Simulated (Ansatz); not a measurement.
A single point on C4H13ClO5W, SMILES `C[O][W]([OH])([Cl])([O]C)([O]C)[O]C`.

```yaml
crystal:
  periodic: [false, false, false]
  atoms:
    - {symbol: C, position_ang: [1.405710, -2.568779, -0.550734]}
    - {symbol: O, position_ang: [0.400266, -1.884069, 0.139279]}
    - {symbol: W, position_ang: [-0.248944, -0.145725, 0.226108]}
    - {symbol: O, position_ang: [-1.442387, -0.371649, -1.258616]}
    - {symbol: Cl, position_ang: [-1.125503, 2.143021, 0.155418]}
    - {symbol: O, position_ang: [-1.660218, -0.557587, 1.362465]}
    - {symbol: C, position_ang: [-3.047113, -0.454264, 1.389125]}
    - {symbol: O, position_ang: [0.857366, 0.494353, 1.575136]}
    - {symbol: C, position_ang: [1.623804, 1.616411, 1.880569]}
    - {symbol: O, position_ang: [1.033348, 0.450976, -1.034133]}
    - {symbol: C, position_ang: [0.976730, 1.049423, -2.288755]}
    - {symbol: H, position_ang: [2.060323, -3.066411, 0.169575]}
    - {symbol: H, position_ang: [1.991739, -1.870598, -1.156744]}
    - {symbol: H, position_ang: [0.949775, -3.322441, -1.198076]}
    - {symbol: H, position_ang: [-1.903002, 0.393930, -1.609270]}
    - {symbol: H, position_ang: [-3.460308, -0.765931, 0.423476]}
    - {symbol: H, position_ang: [-3.330989, 0.584914, 1.583373]}
    - {symbol: H, position_ang: [-3.441455, -1.094652, 2.181363]}
    - {symbol: H, position_ang: [0.969956, 2.479862, 2.031993]}
    - {symbol: H, position_ang: [2.309439, 1.830488, 1.053665]}
    - {symbol: H, position_ang: [2.194546, 1.420042, 2.791147]}
    - {symbol: H, position_ang: [0.605373, 2.075799, -2.188896]}
    - {symbol: H, position_ang: [1.977599, 1.071764, -2.727525]}
    - {symbol: H, position_ang: [0.303944, 0.491134, -2.949923]}
basis:
  gaussian: {orbitals: def2-TZVPP}
hamiltonian: {xc: pbe}
correlation: {method: rpa}
```

```sh
$ ansatz run in.yaml --threads 11 --pin off --events-out ev --progress --plain --max-ram 120832MiB --backend cuda --devices 0, --max-vram 75GiB
```

Shortened log:

```
Functional definition: PBE
3418 factors; integrals over basis functions are off by at most 1.1e-3 eV
mean field evaluation 1: about -28897.5535 eV, gradient 1.4e2 eV
mean field evaluation 2: about -28897.5506 eV, gradient 1.4e2 eV
mean field evaluation 4: about -28921.4605 eV, gradient 7.8e1 eV
mean field evaluation 8: about -28935.6935 eV, gradient 7.2e0 eV
mean field evaluation 16: about -28935.8031 eV, gradient 2.1e-2 eV
mean field -28935.80305529 eV, -1063.3711488901 hartree, gradient 9.5e-6 eV, S^2 0.000000; 2 other end points of the search recorded, 0 dependent functions left out
14 core orbitals not correlated: weight in the atoms' cores, before any rotation towards them, 1.000 or more for the frozen orbitals, at most 0.000 for the correlated occupied ones
reference -28829.18395072 eV, -1059.4529690664 hartree; 40, 40 occupied and 505, 505 virtual orbitals, 3418 factors
Total energy: -28939.25832278 eV, -1063.4981276282 hartree
```

It took 5.5 s on 11 threads of an AMD EPYC 7R13 on a shared host and a whole NVIDIA H100 80 GB, with 3.4 GiB of host memory at the peak.
